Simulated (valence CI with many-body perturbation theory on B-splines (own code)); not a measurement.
## Questions on Nd XXII

Computed by relativistic CI+MBPT: three valence electrons over a frozen Dirac-Fock core [Kr], a basis of 7 s, 7 p, 8 d, 6 f, 4 g, 1 h functions for each j, with the one-electron correlation potential Σ1 (screened to all orders), the two-electron term Σ2, the three-electron term Σ3, Breit, model QED; selected single and double excitations, second order for the rest, scaled by the run's own slope (own B-spline code, finite nucleus).

No measured spectrum was set against this ion. As an estimate, terms of the open shell hold to 2 to 4 % of their energy, and close levels can change places. The list stops below the first excitations out of the core.

Levels are named by their leading jj configuration (3d3/2^4 stands for four electrons in 3d with j = 3/2), which in mixed levels can hold well under half, so a name can repeat and another be missing.

Rates and lifetimes use the calculated energies. Strong lines usually hold to 10 to 20 %, long lifetimes can be off by a factor of two.

Q: What is the ground level?

A: (4d3/2^3) J=3/2, composition 71 % 4d3 4F + 23 % 4d3 2D + 4 % 4d3 2P, g = 0.552.

Q: What is the ionisation energy?

A: 639.89 eV; NIST lists 638 ± 4 eV (theoretical).

Q: How well does LS coupling describe the low levels?

A: Among the lowest 19 levels the leading LS term, summed over configurations, holds 71 % on average. For single configurations the figures are 70 % in LS and 82 % in jj coupling. Terms mix most in the J = 9/2 level at 6.237 eV, where the leading one holds 41 %.
